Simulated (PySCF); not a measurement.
Species: C₈H₉N.
Atom-mapped SMILES: `[CH2:1]=[N:2][c:3]1[cH:4][cH:5][cH:6][c:7]([CH3:8])[cH:9]1` (hydrogens: H10, H11 on C1; H12 on C4; H13 on C5; H14 on C6; H15, H16, H17 on C8; H18 on C9)

Cartesian coordinates in Å at the GFN2-xTB level; atoms count from 1:
```
atom  x, y, z in Å
C1     3.170    1.114   -0.148
N2     2.019    1.220   -0.635
C3     0.987    0.341   -0.347
C4     1.158   -1.043   -0.384
C5     0.074   -1.872   -0.172
C6    -1.176   -1.339    0.090
C7    -1.363    0.038    0.130
C8    -2.719    0.622    0.390
C9    -0.279    0.869   -0.105
H10    3.467    0.370    0.597
H11    3.926    1.818   -0.467
H12    2.133   -1.454   -0.605
H13    0.205   -2.944   -0.206
H14   -2.016   -1.997    0.261
H15   -3.365   -0.098    0.886
H16   -2.644    1.514    1.007
H17   -3.188    0.906   -0.553
H18   -0.397    1.942   -0.081
```

Vertical excitations from PySCF (density fitting, frozen core in the response, grid level 2 and gas phase unless stated; continuum runs use non-equilibrium linear response for the excitations) on a GFN2-xTB geometry. Reference run:

```tsv
settings	S1, eV (f)	S2, eV (f)	S3, eV (f)	S4, eV (f)	S5, eV (f)	S6, eV (f)	T1, eV (Tamm–Dancoff)	mean α (au)
PBE0/def2-SVPD, full TDDFT, 6 singlets	4.14 (0.075)	4.84 (0.002)	5.53 (0.071)	5.65 (0.120)	6.01 (0.006)	6.40 (0.074)	3.25	103.5
```

Problem. What do these settings give: (1) PBE0/IGLO-II, TDA, 6 singlets; (2) mPW1PW91/def2-SVPD, TDA, 1 singlet; (3) HSE06/MINI, IEF-PCM cyclohexane, grid level 3, fitting basis def2-universal-jkfit, full TDDFT, 25 singlets?

Solution. 
| settings | S1, eV (f) | S2, eV (f) | S3, eV (f) | S4, eV (f) | S5, eV (f) | S6, eV (f) | T1, eV (Tamm–Dancoff) | mean α (au) |
| --- | --- | --- | --- | --- | --- | --- | --- | --- |
| PBE0/IGLO-II, TDA, 6 singlets | 4.26 (0.088) | 4.90 (0.002) | 5.70 (0.082) | 5.83 (0.121) | 6.24 (0.013) | 6.60 (0.037) | 3.27 | 96.7 |
| mPW1PW91/def2-SVPD, TDA, 1 singlet | 4.24 (0.090) | – | – | – | – | – | 3.25 | 103.2 |
| HSE06/MINI, IEF-PCM cyclohexane, grid level 3, fitting basis def2-universal-jkfit, full TDDFT, 25 singlets | 4.03 (0.072) | 5.07 (0.002) | 5.80 (0.076) | 6.08 (0.044) | 6.22 (0.270) | 6.78 (0.155) | – | 74.5 |

(1) S1 moves by +0.12 eV; basis and response scheme change together, so the shift can't be laid on one. (2) S1 moves by +0.10 eV; functional and response scheme change together, so the shift can't be laid on one. (3) S1 moves by -0.11 eV; functional, basis and environment change together, so the shift can't be laid on one. States are counted by energy in each run and needn't keep their character from row to row.

Problem. Which orbital pairs make up S1 in each run, and how does it sit against the orbital gap?

Solution. 
| settings | S1 configurations (weight) | S1 (eV) | orbital gap (eV) | S1 − gap (eV) |
| --- | --- | --- | --- | --- |
| PBE0/def2-SVPD, full TDDFT, 6 singlets | H→L 0.82, H−2→L 0.12 | 4.14 | 5.42 | -1.28 |
| PBE0/IGLO-II, TDA, 6 singlets | H→L 0.78, H−2→L 0.14 | 4.26 | 5.46 | -1.20 |
| mPW1PW91/def2-SVPD, TDA, 1 singlet | H→L 0.78, H−2→L 0.14 | 4.24 | 5.43 | -1.19 |
| HSE06/MINI, IEF-PCM cyclohexane, grid level 3, fitting basis def2-universal-jkfit, full TDDFT, 25 singlets | H→L 0.86 | 4.03 | 4.73 | -0.70 |

Geometry: GFN2-xTB, one conformer.
